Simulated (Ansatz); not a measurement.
Reaction R1 → 2 P1, each structure at its B3LYP-D3(BJ)/def2-TZVP stationary point, reached from a drawn start (curvature not checked).
R1: Cl2 (SMILES ClCl), charge 0, multiplicity 1.
P1: Cl atom, charge 0, multiplicity 2.

P less R. No zero-point or thermal terms; singlets are restricted closed shells; open shells are unrestricted; no spin–orbit coupling.

Correlated levels freeze the cores.

Codes used: Ansatz (a quantum-chemistry and plane-wave program). All values are computed, each at the level named.

Total energies in hartree:

```json
[
 {"structure": "R1", "PBE/def2-TZVPP": "-920.021287", "PBE0/def2-TZVPP": "-920.089174", "CCSD(T)/cc-pV(Q+d)Z": "-919.479309"},
 {"structure": "P1", "PBE/def2-TZVPP": "-459.958430", "PBE0/def2-TZVPP": "-459.997429", "CCSD(T)/cc-pV(Q+d)Z": "-459.694492"}
]
```

**Question.** Work out the reaction energy at each level in kcal/mol (1 hartree = 627.50947 kcal/mol), and say how far PBE/def2-TZVPP lies from CCSD(T)/cc-pV(Q+d)Z.

**Answer.** 
- PBE/def2-TZVPP: 2 × (-459.958430) − (-920.021287) = 0.104427 hartree = 65.53 kcal/mol
- PBE0/def2-TZVPP: 2 × (-459.997429) − (-920.089174) = 0.094316 hartree = 59.18 kcal/mol
- CCSD(T)/cc-pV(Q+d)Z: 2 × (-459.694492) − (-919.479309) = 0.090325 hartree = 56.68 kcal/mol
PBE/def2-TZVPP less CCSD(T)/cc-pV(Q+d)Z: 8.85 kcal/mol. CCSD(T)/cc-pV(Q+d)Z is the level counted from, the highest shown, and no exact or measured value.
